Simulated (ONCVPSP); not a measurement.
# What one change does to a pseudopotential (zirconium, ONCV)

ONCVPSP 4.0.1 input, shortened (lines: element, Z, core and valence counts, functional; n l f; lmax; l rc ep ncon nbas qcut; lloc lpopt rc5 dvloc0; l nproj debl; icmod fcfact rcfact), PBE, scalar-relativistic:

```
  Zr 40.00    6    5        4      upf
    1    0    2.00
    2    0    2.00
    2    1    6.00
    3    0    2.00
    3    1    6.00
    3    2   10.00
    4    0    2.00
    4    1    6.00
    4    2    2.00
    5    0    1.00
    5    1    1.00
    2
    0    2.05    0.00    4    7    5.80
    1    2.55    0.00    4    7    4.30
    2    1.85    0.00    5    9    5.20
    4    5    1.60    2.00
    0    2    1.70
    1    3    0.80
    2    1    3.60
    3    5.75    1.75
```

Change: s: qcut 8.9.

Cutoffs: the cutoffs (Ha) at which the residual kinetic energy of the hardest occupied pseudo-wave falls to 1 and 0.1 mHa per electron; they do not see the model core or the augmentation charge, which bear on the density cutoff. Errors are all-electron minus pseudo energies relative to the spin-unpolarised reference configuration.

Q: What does the change do?

A: The potential gets harder (14 Ha and 63 Ha → 19 Ha and 63 Ha); of the 4 tests that both files solve, the error grows in 0 and shrinks in 2 by more than 15 % and 0.3 meV (median size 2.3 → 1.9 meV); the range in which the s phases agree widens (upper end 0.6 → at the end of the scan); neither file shows a bound ghost. The waves are optimised to have the least kinetic energy above qcut, so the cutoff follows it (qcut²/2 in Ha).

```csv
quantity,base,changed
"cutoff, loose",14 Ha,19 Ha
"cutoff, tight",63 Ha,63 Ha
loose cutoff by channel,"s 11 Ha, p 8.3 Ha, d 14 Ha","s 19 Ha, p 8.3 Ha, d 14 Ha"
bound ghosts,none,none
GHOST(+) flags under 300 eV,none,none
"error for 4s2 4p6 4d2 5s2 5p0, meV [ΔE -3.04 eV]",-1.0,-0.7
"error for 4s2 4p6 4d2 5s1 5p0, meV [ΔE 4.10 eV]",-0.9,-1.0
"error for 4s2 4p6 4d2 5s0 5p0, meV [ΔE 17.04 eV]",-8.7,-7.6
"error for 4s2 4p6 4d2 5s0 5p1, meV [ΔE 7.81 eV]",-3.6,-2.9
s: phases at 2.08 bohr within 0.05 rad from the reference energy up to (Ha; the scan ends near 5),0.6,to the end of the scan
p: phases at 2.58 bohr within 0.05 rad from the reference energy up to (Ha; the scan ends near 5),4.0,4.0
d: phases at 1.88 bohr within 0.05 rad from the reference energy up to (Ha; the scan ends near 5),3.0,3.0
"rms error of d²Exc/dni dnj with the model core, mHa",4.04,3.78
```
